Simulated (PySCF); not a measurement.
CAuO (SMILES [O+]#[C-]->[Au]), doublet, geometry from GFN2-xTB (such geometries of metal compounds can be far from the true shape) (the multiplicity is a formal guess) (core potentials on Au), with bond 2-3 at 1.8 times its length; HF/def2-SVP run with PySCF.

Input for PySCF:
```python
from pyscf import gto, scf

mol = gto.M(
    atom='''
Au   -0.22153076   -0.21877232   -0.20724330
O     2.48226794    1.14047985    1.90319838
C     0.67694946    1.27823174    0.82816337
''',
    basis='def2-svp',
    ecp={'Au': 'def2-svp'},
    spin=1,
    verbose=4,
)

mf = scf.UHF(mol)
mf.kernel()
mo_i, mo_e, stable_i, stable_e = mf.stability(internal=True, external=True, return_status=True, nroots=6, tol=1e-6)
print('internally stable:', stable_i, ' externally stable:', stable_e)
if not stable_i:
    umf = mf.copy()
    umf.scf_summary = {}
    umf.kernel(umf.make_rdm1(mo_i, mf.mo_occ))
```

### Question
Write the output that PySCF gives for this input, abridged.

### Answer

```
PySCF version 2.14.0

[INPUT] verbose = 4
[INPUT] num. atoms = 3
[INPUT] num. electrons = 33
[INPUT] charge = 0
[INPUT] spin (= nelec alpha-beta = 2S) = 1
[INPUT] symmetry False subgroup None
[INPUT] Mole.unit = angstrom
[INPUT] Symbol           X                Y                Z      unit          X                Y                Z       unit  Magmom
[INPUT]  1 Au    -0.221530760000  -0.218772320000  -0.207243300000 AA   -0.418632464567  -0.413419768436  -0.391633078151 Bohr   0.0
[INPUT]  2 O      2.482267940000   1.140479850000   1.903198380000 AA    4.690806574388   2.155194567085   3.596523698916 Bohr   0.0
[INPUT]  3 C      0.676949460000   1.278231740000   0.828163370000 AA    1.279249079572   2.415507912326   1.565001955697 Bohr   0.0

nuclear repulsion = 63.5835317416822
number of shells = 24
number of NR pGTOs = 105
number of NR cGTOs = 60
basis = def2-svp
ecp = {'Au': 'def2-svp'}

******** <class 'pyscf.scf.uhf.UHF'> ********
method = UHF
initial guess = minao
damping factor = 0
level_shift factor = 0
DIIS = <class 'pyscf.scf.diis.CDIIS'>
diis_start_cycle = 1
diis_space = 8
diis_damp = 0
SCF conv_tol = 1e-09
SCF conv_tol_grad = None
SCF max_cycles = 50
direct_scf = True
direct_scf_tol = 1e-13
number electrons alpha = 17  beta = 16
Set gradient conv threshold to 3.16228e-05
init E= -234.33654963264

cycle= 1 E= -246.234246954213  delta_E= -11.9  |g|= 1.15  |ddm|= 6.94
cycle= 2 E= -243.638964610165  delta_E=  2.6  |g|= 2.65  |ddm|= 3.33
cycle= 3 E= -246.978118066372  delta_E= -3.34  |g|=  0.3  |ddm|= 2.01
cycle= 4 E= -247.030663498754  delta_E= -0.0525  |g|= 0.209  |ddm|= 0.548
cycle= 5 E= -247.060008022654  delta_E= -0.0293  |g|= 0.0746  |ddm|= 0.215
cycle= 6 E= -247.070504500512  delta_E= -0.0105  |g|= 0.0419  |ddm|= 0.157
cycle= 7 E= -247.076742639467  delta_E= -0.00624  |g|= 0.0297  |ddm|= 0.147
cycle= 8 E= -247.080156011911  delta_E= -0.00341  |g|= 0.026  |ddm|= 0.0946
cycle= 9 E= -247.082330850285  delta_E= -0.00217  |g|= 0.0271  |ddm|= 0.0539
cycle= 10 E= -247.079502731306  delta_E= 0.00283  |g|= 0.0235  |ddm|= 0.0763
cycle= 11 E= -247.079667738797  delta_E= -0.000165  |g|= 0.0202  |ddm|= 0.0651
cycle= 12 E= -247.082050786834  delta_E= -0.00238  |g|= 0.017  |ddm|= 0.0876
cycle= 13 E= -247.085333437941  delta_E= -0.00328  |g|= 0.0159  |ddm|= 0.161
cycle= 14 E= -247.085534980475  delta_E= -0.000202  |g|= 0.012  |ddm|= 0.0129
cycle= 15 E= -247.087031880128  delta_E= -0.0015  |g|= 0.00863  |ddm|= 0.118
cycle= 16 E= -247.087625232589  delta_E= -0.000593  |g|= 0.00641  |ddm|= 0.0819
cycle= 17 E= -247.087813078937  delta_E= -0.000188  |g|= 0.00383  |ddm|= 0.0358
cycle= 18 E= -247.087962417457  delta_E= -0.000149  |g|= 0.00288  |ddm|= 0.0398
cycle= 19 E= -247.088032286505  delta_E= -6.99e-05  |g|= 0.00185  |ddm|= 0.0331
cycle= 20 E= -247.088053423312  delta_E= -2.11e-05  |g|= 0.00169  |ddm|= 0.0155
cycle= 21 E= -247.088066548073  delta_E= -1.31e-05  |g|= 0.00116  |ddm|= 0.0112
cycle= 22 E= -247.088076136875  delta_E= -9.59e-06  |g|= 0.00135  |ddm|= 0.0145
cycle= 23 E= -247.08807619381  delta_E= -5.69e-08  |g|= 0.000817  |ddm|= 0.00247
cycle= 24 E= -247.088077616044  delta_E= -1.42e-06  |g|= 0.000814  |ddm|= 0.00192
cycle= 25 E= -247.088076628816  delta_E= 9.87e-07  |g|= 0.00079  |ddm|= 0.00128
cycle= 26 E= -247.088073548468  delta_E= 3.08e-06  |g|= 0.000596  |ddm|= 0.00431
cycle= 27 E= -247.088072543763  delta_E= 1e-06  |g|= 0.000475  |ddm|= 0.00286
cycle= 28 E= -247.088073805404  delta_E= -1.26e-06  |g|= 0.000391  |ddm|= 0.00278
cycle= 29 E= -247.088075359044  delta_E= -1.55e-06  |g|= 0.000346  |ddm|= 0.00423
cycle= 30 E= -247.088076668776  delta_E= -1.31e-06  |g|= 0.000322  |ddm|= 0.00395
cycle= 31 E= -247.088079120619  delta_E= -2.45e-06  |g|= 0.000282  |ddm|= 0.00801
cycle= 32 E= -247.088081432785  delta_E= -2.31e-06  |g|= 0.000233  |ddm|= 0.00931
cycle= 33 E= -247.08808382688  delta_E= -2.39e-06  |g|= 0.00018  |ddm|= 0.0135
cycle= 34 E= -247.088084603599  delta_E= -7.77e-07  |g|= 0.000136  |ddm|= 0.00702
cycle= 35 E= -247.088084957261  delta_E= -3.54e-07  |g|= 0.000107  |ddm|= 0.0046
cycle= 36 E= -247.088085129198  delta_E= -1.72e-07  |g|= 0.000101  |ddm|= 0.00342
cycle= 37 E= -247.088085134515  delta_E= -5.32e-09  |g|= 0.000106  |ddm|= 0.000143
cycle= 38 E= -247.088085131771  delta_E= 2.74e-09  |g|= 9.32e-05  |ddm|= 0.00044
cycle= 39 E= -247.088085134748  delta_E= -2.98e-09  |g|= 8.7e-05  |ddm|= 0.000275
cycle= 40 E= -247.088085126748  delta_E= 8e-09  |g|= 9e-05  |ddm|= 0.000677
cycle= 41 E= -247.088085151644  delta_E= -2.49e-08  |g|= 8.84e-05  |ddm|= 0.000916
cycle= 42 E= -247.088085177022  delta_E= -2.54e-08  |g|= 8.47e-05  |ddm|= 0.00142
cycle= 43 E= -247.088085180969  delta_E= -3.95e-09  |g|= 8.16e-05  |ddm|= 0.000194
cycle= 44 E= -247.088085192408  delta_E= -1.14e-08  |g|= 7.86e-05  |ddm|= 0.000585
cycle= 45 E= -247.088085193395  delta_E= -9.87e-10  |g|= 6.8e-05  |ddm|= 0.000204
cycle= 46 E= -247.088085218442  delta_E= -2.5e-08  |g|= 4.45e-05  |ddm|= 0.00232
cycle= 47 E= -247.088085222644  delta_E= -4.2e-09  |g|= 3.19e-05  |ddm|= 0.000884
cycle= 48 E= -247.088085222289  delta_E= 3.55e-10  |g|= 2.43e-05  |ddm|= 0.000409
Extra cycle  E= -247.088085223933  delta_E= -1.64e-09  |g|= 2.39e-05  |ddm|= 5.36e-05
converged SCF energy = -247.088085223933  <S^2> = 0.80217211  2S+1 = 2.0515088
uhf_internal: lowest eigs of H = [-0.28661518 -0.15353972  0.0138913   0.01946145  0.07957074  0.09016788]
<class 'pyscf.scf.uhf.UHF'> wavefunction has an internal instability
uhf_real2complex: lowest eigs of H = [0.00194896 0.00459954 0.02018507 0.06507203 0.08037527 0.09329832]
<class 'pyscf.scf.uhf.UHF'> wavefunction is stable in the real -> complex stability analysis
uhf_external: lowest eigs of H = [-1.51651893e-01 -7.69292010e-02 -1.03552219e-04  5.46178388e-08
  7.71691306e-03  9.58382922e-03]
<class 'pyscf.scf.uhf.UHF'> wavefunction has an UHF/UKS -> GHF/GKS instability
internally stable: False  externally stable: False

******** <class 'pyscf.scf.uhf.UHF'> ********
method = UHF
initial guess = minao
damping factor = 0
level_shift factor = 0
DIIS = <class 'pyscf.scf.diis.CDIIS'>
diis_start_cycle = 1
diis_space = 8
diis_damp = 0
SCF conv_tol = 1e-09
SCF conv_tol_grad = None
SCF max_cycles = 50
direct_scf = True
direct_scf_tol = 1e-13
number electrons alpha = 17  beta = 16
Set gradient conv threshold to 3.16228e-05
init E= -247.052763156048
cycle= 1 E= -247.110382162839  delta_E= -0.0576  |g|= 0.0944  |ddm|= 0.307
cycle= 2 E= -247.117993765713  delta_E= -0.00761  |g|= 0.05  |ddm|= 0.129
cycle= 3 E= -247.119694809932  delta_E= -0.0017  |g|= 0.0223  |ddm|= 0.06
cycle= 4 E= -247.120409224225  delta_E= -0.000714  |g|= 0.00946  |ddm|= 0.0409
cycle= 5 E= -247.120590793492  delta_E= -0.000182  |g|= 0.00579  |ddm|= 0.0248
cycle= 6 E= -247.120726236911  delta_E= -0.000135  |g|= 0.00466  |ddm|= 0.0257
cycle= 7 E= -247.12082000214  delta_E= -9.38e-05  |g|= 0.00432  |ddm|= 0.0204
cycle= 8 E= -247.121038969298  delta_E= -0.000219  |g|= 0.00383  |ddm|= 0.0526
cycle= 9 E= -247.12138216935  delta_E= -0.000343  |g|= 0.00287  |ddm|= 0.107
cycle= 10 E= -247.121523172453  delta_E= -0.000141  |g|= 0.00177  |ddm|= 0.0709
cycle= 11 E= -247.121568893146  delta_E= -4.57e-05  |g|= 0.00095  |ddm|= 0.0423
cycle= 12 E= -247.121580800244  delta_E= -1.19e-05  |g|= 0.000491  |ddm|= 0.0241
cycle= 13 E= -247.121582421199  delta_E= -1.62e-06  |g|= 0.000292  |ddm|= 0.00774
cycle= 14 E= -247.121582702455  delta_E= -2.81e-07  |g|= 0.000238  |ddm|= 0.00136
cycle= 15 E= -247.121582886757  delta_E= -1.84e-07  |g|= 0.000212  |ddm|= 0.000935
cycle= 16 E= -247.121583051655  delta_E= -1.65e-07  |g|= 0.000192  |ddm|= 0.001
cycle= 17 E= -247.121583345261  delta_E= -2.94e-07  |g|= 0.00018  |ddm|= 0.00104
cycle= 18 E= -247.121583681404  delta_E= -3.36e-07  |g|= 0.000166  |ddm|= 0.00168
cycle= 19 E= -247.121584163458  delta_E= -4.82e-07  |g|= 0.000145  |ddm|= 0.00206
cycle= 20 E= -247.121585017164  delta_E= -8.54e-07  |g|= 9.62e-05  |ddm|= 0.00504
cycle= 21 E= -247.121585397341  delta_E= -3.8e-07  |g|= 4.91e-05  |ddm|= 0.00442
cycle= 22 E= -247.121585454087  delta_E= -5.67e-08  |g|= 2.58e-05  |ddm|= 0.0019
cycle= 23 E= -247.12158546257  delta_E= -8.48e-09  |g|= 1.85e-05  |ddm|= 0.000559
cycle= 24 E= -247.121585464976  delta_E= -2.41e-09  |g|= 1.47e-05  |ddm|= 0.000223
cycle= 25 E= -247.121585467027  delta_E= -2.05e-09  |g|= 1.34e-05  |ddm|= 0.000155
cycle= 26 E= -247.121585468492  delta_E= -1.46e-09  |g|= 1.34e-05  |ddm|= 0.000107
cycle= 27 E= -247.121585468209  delta_E= 2.83e-10  |g|= 1.31e-05  |ddm|= 2.85e-05
Extra cycle  E= -247.121585468804  delta_E= -5.96e-10  |g|= 1.35e-05  |ddm|= 3.22e-05
converged SCF energy = -247.121585468804  <S^2> = 1.7631224  2S+1 = 2.8376909
```
